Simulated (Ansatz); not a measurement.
C2H6BFO2, SMILES COB(O)CF. Atoms are numbered in the order given.

```xyz
12

C     -2.4049     0.4919     0.1410
O     -1.0533     0.8832     0.3189
B     -0.0525     0.0178     0.0278
O     -0.3092    -1.2338    -0.4368
C      1.4501     0.4816     0.2358
F      2.3009    -0.5751    -0.1292
H     -3.0442     1.3365     0.4340
H     -2.6534    -0.3823     0.7652
H     -2.6105     0.2315    -0.9104
H      0.5304    -1.6959    -0.5845
H      1.6607     0.7529     1.2862
H      1.7031     1.3630    -0.3807
```
Charge 0, spin multiplicity 1.

The structure is a stationary point at r2SCAN-D4/def2-SVP. The structure was generated by enumeration, and PubChem lists no compound with its InChIKey, so it may never have been made. Other conformers were not sampled.

Two levels are set side by side: PBE-D3(BJ)/def2-SVP (Ansatz, a first-principles code) and r2SCAN-D4/def2-SVP (Ansatz). Each level has its own optimised geometry; the coordinates shown are those of the second. Differences are taken from unrounded values.

| quantity | r2SCAN-D4 |
|---|---|
| mean bond length (Å) | 1.237 |
| bond C1–O2 (Å) | 1.418 |
| bond O2–B3 (Å) | 1.355 |
| bond B3–O4 (Å) | 1.360 |
| bond B3–C5 (Å) | 1.586 |
| bond C5–F6 (Å) | 1.405 |
| bond C1–H7 (Å) | 1.099 |
| bond C1–H8 (Å) | 1.102 |
| bond C1–H9 (Å) | 1.103 |
| bond O4–H10 (Å) | 0.970 |
| bond C5–H11 (Å) | 1.105 |
| bond C5–H12 (Å) | 1.105 |

Q: What does PBE-D3(BJ) give, and how far is it from r2SCAN-D4? (The exact figures need the calculation; the answer reports its results.)

A: 
```
quantity              PBE-D3(BJ)  PBE-D3(BJ) minus r2SCAN-D4
--------------------  ----------  --------------------------
mean bond length (Å)       1.245                       0.008
bond C1–O2 (Å)             1.422                       0.004
bond O2–B3 (Å)             1.363                       0.008
bond B3–O4 (Å)             1.367                       0.008
bond B3–C5 (Å)             1.594                       0.008
bond C5–F6 (Å)             1.411                       0.006
bond C1–H7 (Å)             1.108                       0.008
bond C1–H8 (Å)             1.111                       0.008
bond C1–H9 (Å)             1.111                       0.008
bond O4–H10 (Å)            0.979                       0.010
bond C5–H11 (Å)            1.114                       0.008
bond C5–H12 (Å)            1.114                       0.008
```

On these quantities the two levels nearly agree.
